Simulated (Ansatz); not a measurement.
```xyz
12

O     0.150   -1.518   -1.442
C    -0.739   -0.468   -1.162
N    -0.994   -0.270    0.240
Si    0.022    0.706    1.211
S     2.121    0.222    1.010
H     0.983   -1.318   -0.998
H    -0.369    0.483   -1.571
H    -1.663   -0.719   -1.686
H    -1.458   -1.055    0.674
H    -0.075    2.131    0.812
H    -0.384    0.484    2.617
H     2.407    1.322    0.297
```

Total charge 0; spin multiplicity 1.

(1) List the PBE/def2-TZVPP orbital energies in eV (Ansatz). (Best estimate.)

Results:

(1) Ansatz gave: Occupied: -2395.83, -1780.37, -510.11, -380.46, -270.99, -208.81, -154.96, -154.85, -154.74, -138.03, -94.80, -94.76, -94.74, -25.74, -21.94, -18.31, -16.44, -13.73, -13.12, -11.37, -10.99, -10.53, -9.86, -8.71, -8.28, -8.05, -6.89, -6.50, -5.97. Lowest empty: -0.90, -0.28, -0.15, 0.40, 1.05, 1.23, 1.61, 1.91.
